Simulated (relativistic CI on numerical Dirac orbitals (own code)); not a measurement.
**Slater and spin-orbit integrals, Tl IV**

Calculated at this level of theory: Dirac-Coulomb-Breit CI, KLI orbitals optimised for each configuration, model QED (radiative potential, 1s self-energy scaled to tabulated hydrogen-like ionisation energies), valence Slater integrals scaled by 0.85, P86 correlation energy added to each configuration (own radial code, finite nucleus).

Slater integrals F^k, G^k are unscaled and averaged over j, outside the closed core [Xe] 4f14; ζ comes from projecting the Hamiltonian with its Breit term on Σ l·s of the shell.

- 5d9.6s: ζ(5d) = 7062.4, G^2(5d,6s) = 23909 cm⁻¹; <r>(5d) = 1.319, <r^2>(5d) = 2.006, <r>(6s) = 2.148, <r^2>(6s) = 5.156 (bohr units).
- 5d9.6p: ζ(5d) = 7216.7, F^2(5d,6p) = 30612, G^1(5d,6p) = 12641, G^3(5d,6p) = 10710, ζ(6p) = 12315 cm⁻¹; <r>(5d) = 1.312, <r^2>(5d) = 1.982, <r>(6p) = 2.648, <r^2>(6p) = 7.864 (bohr units).
- 5d9.5f: ζ(5d) = 7201.9, F^2(5d,5f) = 17422, F^4(5d,5f) = 8464.9, G^1(5d,5f) = 13119, G^3(5d,5f) = 7748.2, G^5(5d,5f) = 5386.7, ζ(5f) = -90.392 cm⁻¹; <r>(5d) = 1.304, <r^2>(5d) = 1.956, <r>(5f) = 3.812, <r^2>(5f) = 16.82 (bohr units).

In this model ζ of a weakly bound d, f or g electron outside closed shells comes out too small, for d by up to a factor of two or three and at times with the wrong sign; that of an outer p electron is too small as well.

Correlation outside the listed configurations is missing or only estimated: errors of thousands of cm⁻¹ between configurations and terms are usual at this charge. Rates and lifetimes follow the computed energies and can be off by large factors. The fine structure of a lone outer electron comes out too small, for d and f at times inverted, and misplaced configurations move strength between like terms. 15 of the 15 excited levels that our extract of the measured tables holds in this range could be paired (the sources list more); they are missed by 4795 cm⁻¹ on average and 6133 at most, and levels without a partner can miss by more.

Averages of the first 10 configurations, taken without configuration mixing, which lowers the lowest level and can move excited configurations by several eV; other configurations of the list can lie among them:

| Configuration | Parity | States | Average energy above the lowest level (eV) |
| --- | --- | --- | --- |
| 5d10 | even | 1 | 0.0 |
| 5d9.6s | even | 20 | 11.2 |
| 5d9.6p | odd | 60 | 21.7 |
| 5d9.5f | odd | 140 | 36.6 |
| 5d9.6d | even | 100 | 32.7 |
| 5d9.7s | even | 20 | 32.5 |
| 5d9.7p | odd | 60 | 36.0 |
| 5d9.7d | even | 100 | 40.4 |
| 5d9.6f | odd | 140 | 41.9 |
| 5d9.5g | even | 180 | 42.9 |
